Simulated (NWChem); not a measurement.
## H₄GeSi in NWChem

```xyz
6

Ge    -0.0252     0.6717     0.5612
H     -0.2546     1.5714    -0.7604
Si     0.0697    -1.2823    -0.9493
H      0.9680    -1.0813    -2.1471
H     -1.3420    -1.4532    -1.4746
H      0.4584    -2.5802    -0.2880
```
Charge 0, spin multiplicity 1.

All runs are NWChem calculations. The geometry was optimised at PBE/def2-SVP, a minimum by its harmonic frequencies.

Symmetry labels belong to the abelian group C1 used in the runs, with the axes of the coordinates shown.

The Hamiltonian is non-relativistic. The structure started from a generated list of species.

Task: List the lowest 4 singlet excitations that TD-LDA (SVWN5)/def2-SVPD gives, with oscillator strengths.

Result: 
| state | symmetry | energy (eV) | wavelength (nm) | f |
|---|---|---|---|---|
| 1 | a | 1.87 | 662 | 0.002 |
| 2 | a | 2.93 | 423 | 0.001 |
| 3 | a | 4.11 | 302 | 0.003 |
| 4 | a | 4.34 | 286 | 0.017 |
